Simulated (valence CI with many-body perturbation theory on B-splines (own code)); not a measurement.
**Ni7+: calculation against measured levels**

Calculated by relativistic CI+MBPT: three valence electrons over a frozen Dirac-Fock core [Ar], a basis of 7 s, 7 p, 8 d, 6 f, 4 g, 1 h functions for each j, with the one-electron correlation potential Σ1, the two-electron term Σ2, the three-electron term Σ3, Breit, model QED; selected CI, second order for the rest (own B-spline code, finite nucleus).

Against 6 measured levels this calculation errs by 403 cm⁻¹ on average and by 921 at most. These come from a selection out of Corliss and Sugar, J. Phys. Chem. Ref. Data 10, 197 (1981). Levels without a partner in it may be off by more, other configurations by 1,000 to 8,000 cm⁻¹. The list stops below the first excitations out of the core. Only levels of the ground parity were solved; by the run's estimate the other parity begins above the list, which can be wrong where configurations are misplaced.

Measured levels: Corliss and Sugar, J. Phys. Chem. Ref. Data 10, 197 (1981). Pairs share parity and J, and are chosen by configuration, term and nearness in energy; levels without a clear partner are left out. Some J values that the scan of the source had lost were assigned by a fit. Energies in cm⁻¹ above the measured ground level.

```json
{"Computed label": "3d³ ⁴F_3/2", "Label in the source": "3d3 4F", "Measured": "0", "Computed": "0.0", "Difference": "0"}
{"Computed label": "3d³ ⁴F_5/2", "Label in the source": "3d3 4F", "Measured": "1012", "Computed": "942.7", "Difference": "-69"}
{"Computed label": "3d³ ⁴F_7/2", "Label in the source": "3d3 4F", "Measured": "2184", "Computed": "2167.1", "Difference": "-17"}
{"Computed label": "3d³ ⁴F_9/2", "Label in the source": "3d3 4F", "Measured": "3721", "Computed": "3606.5", "Difference": "-115"}
{"Computed label": "3d³ ⁴P_1/2", "Label in the source": "3d3 4P", "Measured": "23261", "Computed": "24002.5", "Difference": "+741"}
{"Computed label": "3d³ ⁴P_3/2", "Label in the source": "3d3 4P", "Measured": "23710", "Computed": "24267.3", "Difference": "+557"}
{"Computed label": "3d³ ⁴P_5/2", "Label in the source": "3d3 4P", "Measured": "24669", "Computed": "25590.2", "Difference": "+921"}
```

Over 6 excited levels the mean absolute difference is 403 cm⁻¹, the median 336 and the largest 921. The comparison draws on a selection of the measured levels: 7 of the 19 computed ones have a partner in it, and others may be off by more.
